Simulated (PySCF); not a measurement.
Ga(H)3 anion (GaH₃), SMILES [GaH3] (connectivity only; charge and spin as stated), charge -1, multiplicity 2.

Geometry optimised at PBE-D3(BJ)/def2-TZVPD. The multiplicity is an assumed one; other spin states were not compared. The isomer is the one that the SMILES or the coordinates give; other isomers of the formula were not compared.

The numbers are results of PySCF 2.14.0 with PBE-D3(BJ)/def2-TZVPD, not measurements.

Frequencies are harmonic and unscaled.

Modes within 1.5 cm⁻¹ of each other (mostly degenerate sets) share a row, with their intensities summed.

| mode | ν (cm⁻¹) | IR (km/mol) | moving atoms (share of kinetic energy) |
|---|---|---|---|
| 1 | 582 | 188.4 | H 96 % |
| 2–3 | 704 | 288.6 | H 98 % |
| 4 | 1652 | 216.4 | H 100 % |
| 5–6 | 1653 | 1338.2 | H 98 % |
